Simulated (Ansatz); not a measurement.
Isomers of H3NOSi. All species are isolated molecules in the gas phase. One relaxed conformer stands for each flexible species; it need not be the lowest. Strings in code marks are SMILES.

Quantity: electronic energy of isomers of H3NOSi relative to `N[SiH]=O`, in eV.

Case: `[H]/N=[SiH]\O` (N–Si–O–H torsion 0°). Geometry of `[H]/N=[SiH]\O` (neutral, multiplicity 1, Å):

```xyz
6

N     -1.1780    -0.4647    -0.7460
Si    -0.2014     0.4336     0.1015
O      1.3008     0.2413     0.7024
H     -1.0560    -1.3966    -1.1065
H     -0.6133     1.7784     0.5139
H      1.7479    -0.5920     0.5347
```

Problem. What is the computed electronic energy of isomers of H3NOSi relative to `N[SiH]=O` (composite: frozen-core CCSD(T) with HF/cc-pVQZ and the correlation energy extrapolated as X^-3 from cc-pVTZ and cc-pVQZ, plus CCSDT(Q) minus CCSD(T) in cc-pVDZ // PBE0-D3(BJ)/def2-TZVP (Ansatz, a first-principles code))?

Solution. 0.60 eV.
